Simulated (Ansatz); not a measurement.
HfTe2. The state is a triplet with charge 0. Geometry B3LYP-D4/def2-TZVP; atoms count from 1.

```xyz
3

Hf    0.1051    0.7982    1.3629
Te    1.2348    0.0349   -1.0349
Te   -1.3399   -0.8331   -0.3280
```

In the def2 sets Hf, Te take a core potential; there is no spin–orbit coupling. At PBE0-D4/def2-TZVP a broken-symmetry singlet of charge 0 lies 0.25 eV below the triplet, each at its own geometry. The structure comes from a short search, and lower isomers may exist.

(1) Estimate the Mulliken populations from the PBE0/def2-TZVP orbitals of Ansatz.

(2) Where does the spin sit?

(3) And the Mayer bond orders between bonded heavy atoms (over 0.3)?

Results:

(1) 
```tsv
atom	charge (e)	spin (α − β)	d electrons
Hf1	0.46	2.11	2.25
Te2	-0.23	-0.06	–
Te3	-0.23	-0.06	–
```
Mulliken values and Mayer orders depend strongly on the basis.

(2) Summed by element: Hf 2.11, Te -0.11, of 2 unpaired in all. Largest on single atoms: Hf1 2.11, Te3 -0.06, Te2 -0.06.

(3) Hf1–Te2 1.26 (2.76 Å); Hf1–Te3 1.26 (2.76 Å); Te2–Te3 1.02 (2.81 Å).
